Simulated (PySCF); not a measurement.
## Relaxation of triplet Re(OH)₃

These are results of UPBE in PySCF with Re def2-SVP with ECP60, O def2-SVP, H def2-SVP; scalar-relativistic core potentials, no spin–orbit coupling; density-fitted integrals, not measurements. A (50,194) grid was used.

A hand-made PBE0 minimum (heavy-atom frame) start, of C3v symmetry, held to at least that symmetry:

Coordinates in bohr (charge 0 multiplicity 3):
```
Re    0.0000    0.0000   -0.0222
O     0.0000   -3.5117   -0.0161
O     3.0412    1.7559   -0.0161
O    -3.0412    1.7559   -0.0161
H     0.0000   -4.3168    1.6307
H     3.7384    2.1584    1.6307
H    -3.7384    2.1584    1.6307
```

(1) What does it relax to?

(2) How much energy is released, and in how many steps?

Results:

(1) It ends at C3v with O–H 0.984 Å (×3), Re–O 1.871 Å (×3); H–O–Re 113.9° (×3), O–Re–O 120.0° (×3) (after a last refinement on a finer grid). A frequency run shows a minimum.

(2) 2.2 kJ/mol in 5 steps.

With open d or f shells other occupations or spin states may lie lower. No spin–orbit coupling is included, which matters more the heavier the element.

The relaxation took 35 s on 4 threads of a shared Intel Xeon @ 2.70GHz host, with 89 basis functions and 6 gradients; the process peaked at 0.8 GiB. Launch command: `OMP_NUM_THREADS=4 python axn.py task.json out`.
